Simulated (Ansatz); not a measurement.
Basis sets compared for In(PH3)F3 (InPH3F3). Charge 0, multiplicity 1. Geometry r2SCAN-D4/def2-SVP. Ansatz on 4 threads of AMD EPYC 7R43 on a shared host; times are rough, and most runs start from earlier orbitals.

```xyz
8

In    0.128    1.394    0.581
P    -0.104   -1.124   -0.466
H    -0.609   -2.150    0.370
H     1.072   -1.756   -0.940
H    -0.942   -1.298   -1.594
F     1.274    0.950    2.105
F    -1.772    1.727    0.918
F     0.952    2.256   -0.973
```

In the def2 sets In takes a core potential, while STO-3G treats all electrons; there is no spin–orbit coupling.

STO-3G and 6-31G are all-electron sets without relativity, so their totals don't compare with the def2 sets.

Binding counts from free atoms (In doublet, P quartet, H doublet, F doublet) in the same basis, without a counterpoise term.

| level | functions | energy (Eh) | HOMO (eV) | LUMO (eV) | binding per atom (eV) | wall time |
| --- | --- | --- | --- | --- | --- | --- |
| HF/STO-3G | 54 | -6315.6590 | -7.54 | 9.28 | 2.22 | 0.45 s |
| HF/def2-TZVP | 198 | -830.2529 | -13.13 | 1.44 | 2.03 | 1.8 s |
| PBE-D4/def2-SVP | 101 | -832.0988 | -7.62 | -2.65 | 3.01 | 0.85 s |
| PBE-D4/def2-TZVP | 198 | -832.6218 | -8.14 | -3.00 | 3.05 | 1.7 s |
| r2SCAN-D4/def2-TZVP | 198 | -832.9848 | -8.53 | -2.72 | 3.00 | 3.1 s |
| PBE0-D4/def2-SVP | 101 | -832.1269 | -9.50 | -1.75 | 2.88 | 1.3 s |
| PBE0-D4/def2-TZVP | 198 | -832.6439 | -9.76 | -2.05 | 2.94 | 2.8 s |

(1) Estimate the rows for PBE-D4/def2-TZVPD, r2SCAN-D4/def2-TZVPD, PBE0-D4/def2-TZVPD.

## Answers

(1) 
| level | functions | energy (Eh) | HOMO (eV) | LUMO (eV) | binding per atom (eV) | wall time |
| --- | --- | --- | --- | --- | --- | --- |
| PBE-D4/def2-TZVPD | 246 | -832.6267 | -8.23 | -3.12 | 3.05 | 2.8 s |
| r2SCAN-D4/def2-TZVPD | 246 | -832.9887 | -8.58 | -2.79 | 3.01 | 4.5 s |
| PBE0-D4/def2-TZVPD | 246 | -832.6479 | -9.80 | -2.17 | 2.94 | 4 s |
